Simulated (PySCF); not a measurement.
Start geometry of `C[Te](=O)CO[SiH3]` from GFN2-xTB (Å):
```
atom  x, y, z in Å
C1     2.1995    0.6596   -0.0731
Te2    1.5675   -0.7717    1.3864
O3     2.3373   -2.2406    0.6943
C4    -0.3247   -0.9582    0.4284
O5    -0.8874    0.3091    0.2869
Si6   -2.3635    0.7306   -0.2630
H7     3.0833    1.1888    0.2673
H8     2.4072    0.1427   -0.9942
H9     1.3733    1.4005   -0.2076
H10   -0.1899   -1.4421   -0.5243
H11   -1.0060   -1.6057    1.0471
H12   -3.3930    0.0539    0.5277
H13   -2.5228    0.3561   -1.6775
H14   -2.2879    2.1618   -0.0289
```

Question: What comes out of this run: PBE0-D3(BJ)/def2-SVP geometry optimisation, gas phase, def2 core potentials past Kr (PySCF)?

Answer: 
```
atom  x, y, z in Å
C1     2.6118    0.8644    0.3023
Te2    2.0108   -0.6437    1.7143
O3     2.6940   -2.1897    0.9902
C4     0.0131   -0.6477    0.8192
O5    -0.4897    0.6478    0.7883
Si6   -2.0208    1.0175    0.2105
H7     3.5122    1.3765    0.6653
H8     2.8286    0.3225   -0.6290
H9     1.7794    1.5701    0.1764
H10    0.1806   -1.0892   -0.1810
H11   -0.6072   -1.3405    1.4164
H12   -3.0542    0.2751    0.9949
H13   -2.1371    0.6332   -1.2291
H14   -2.1799    2.4852    0.3809
```

The energy falls by 26.4 kJ/mol over 7 energy and gradient evaluations, the largest force component goes from 0.0359 to 4.5e-04 Eh/bohr, and the atoms move by 0.114 Å rms after alignment. The bond that changes most is Te2–C4 (ends: tellurium bonded to 2 C and O; sp3 carbon bound to oxygen), which lengthens by 0.060 Å. Bonds longer at the end by more than 0.005 Å: 10 of 13; shorter: 2. Among the angles that change most is O5–Si6–H14, from 98.8° to 106.0°. Rotational constants go from 4159, 722.2, 683.8 to 4110, 693.5, 655.1 MHz. The orientation of the end geometry is arbitrary; only internal coordinates are fixed.

The run used 140 basis functions and 55 SCF cycles in all. Hardware: an Intel Xeon 6975P-C with one thread, no GPU (shared host). Cost: 65 s wall, 0.57 GiB resident at most.

No PBE0-D3(BJ)/def2-SVP frequencies stand behind this structure, so it isn't proved a minimum. One conformer, not necessarily the lowest.
